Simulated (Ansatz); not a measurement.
Geometry optimisation, RKS PBE0-D4/def2-SVP in Ansatz 0.2.0.

Input:

```yaml
crystal:
  periodic: [false, false, false]
  atoms:
    - { symbol: Hf, position_ang: [-0.506513, 0.0, -0.497383] }
    - { symbol: F, position_ang: [0.037585, 0.0, 2.63144] }
    - { symbol: Cl, position_ang: [1.789188, 0.0, -0.088748] }
    - { symbol: Cl, position_ang: [-1.125973, 1.905581, -1.668184] }
    - { symbol: Cl, position_ang: [-1.125973, -1.905581, -1.668185] }
    - { symbol: H, position_ang: [-1.702845, 0.0, 0.910465] }
    - { symbol: H, position_ang: [-0.88627, 0.0, 2.578696] }
basis:
  gaussian: { orbitals: def2-SVP }
hamiltonian:
  xc: pbe0
  dispersion: d4
relax:
  f_tol: 0.03
  max_steps: 50
output:
  orbitals: {}
```

Run as:

```bash
$ ansatz run input.yaml --threads 2 --pin off --max-ram 3072MiB --backend cpu --events-out ev --progress --plain --runs-dir out
```

Question: Where does it end, and by what steps?

Answer: The run converged. After 19 steps the energy has fallen by 2.117 eV; H7 moved furthest, 1.58 Å. Parted: Hf1–H6 (1.85 → 3.25 Å), F2–H7 (0.93 → 2.69 Å). Joined: Hf1–F2 (3.18 → 1.89 Å), H6–H7 (1.86 → 0.76 Å).

```csv
step,energy less start (eV),largest force component (eV/Å),accepted
0,0.0000,0.230,yes
1,-0.0268,0.434,yes
2,-0.0923,0.761,yes
3,-0.2136,1.502,yes
4,-0.2799,1.571,yes
5,-0.3273,0.672,yes
6,-0.3408,0.600,yes
7,-0.4529,1.230,yes
8,-0.6929,2.353,yes
9,-1.2062,2.389,yes
10,-1.6268,2.727,yes
11,-1.6905,3.657,yes
12,-1.9318,1.811,yes
13,-2.0691,0.452,yes
14,-2.0878,0.205,yes
15,-2.1035,0.181,yes
16,-2.1129,0.228,yes
17,-2.1155,0.043,yes
18,-2.1167,0.030,yes
19,-2.1169,0.024,yes
```

```xyz
7
Properties=species:S:1:pos:R:3
Hf 0.268 0.000 -0.079
F 0.404 -0.001 1.810
Cl 2.433 0.001 -0.934
Cl -0.816 1.924 -0.835
Cl -0.814 -1.926 -0.835
H -2.711 0.006 1.220
H -2.285 -0.003 1.851
```

Whether the end is a true minimum wasn't checked by a vibrational analysis.

The run took 69 s on 2 threads of Arm Neoverse V2 (shared host), peak memory 0.27 GiB.
